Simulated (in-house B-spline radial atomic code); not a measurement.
**CAM-B3LYP excitations of Ti4+**

Method: CAM-B3LYP. Computed with an all-electron radial atomic-structure program (B-spline basis): linear response of the closed shell [Ne] 3s2 3p6 with the functional's adiabatic kernel; scalar-relativistic (spin-free one-electron X2C), finite nucleus, no spin-orbit coupling, no double excitations, S, P, D and F terms only. Only terms of natural parity with L up to 3 were computed.

Command:
```bash
python run_td.py task.json out
```
Settings (radii: box in bohr, nucleus in fm):
```
Z                        22
electrons                18
configuration            [Ne] 3s2 3p6
hamiltonian              x2c
method                   camb3lyp
box_radius               19.1
rms_radius               3.5921
intervals                72
```

Time taken, with all properties: 1.5 s on 1 thread of Arm Neoverse N1 (shared host).

The lowest states, in the order of their Tamm-Dancoff energies; the method's threshold (minus the highest occupied level) is 93.68 eV. Labels give the largest channel, * marks a mixed state, and oscillator strengths are full-response dipole values. Semilocal kernels can invert the small singlet-triplet splittings of Rydberg terms. Energies in eV:

```csv
state,full response,Tamm-Dancoff,oscillator strength
3p → 3d 3P,34.08,34.21,-
3p → 3d 3F,?,?,-
3p → 3d 1F,37.82,37.83,-
3p → 3d 1P,?,?,?
3p → 4s 3P,51.60,51.61,-
3p → 4s 1P,52.42,52.58,0.12
3p → 4p 3S,57.57,57.59,-
3p → 4p 3D,58.08,58.10,-
3p → 4p 1D,58.63,58.63,-
3s → 3d 3D,61.14,61.20,-
```

Question: Where does 3p → 3d 3F lie?

Answer: At 34.62 eV in full response, 34.81 eV in Tamm-Dancoff.

Question: Where does 3p → 3d 1P lie?

Answer: At 48.63 eV in full response, 50.64 eV in Tamm-Dancoff, oscillator strength 4.28.

Question: How large is the singlet-triplet splitting of 3p → 3d (F terms) in Tamm-Dancoff?

Answer: 3.01 eV, from the unrounded values.

Question: What polarisabilities and dispersion coefficient does the method give?

Answer: Dipole 1.493 bohr³, quadrupole 1.965 bohr⁵, C6 3.243 hartree·bohr⁶ for two such species.
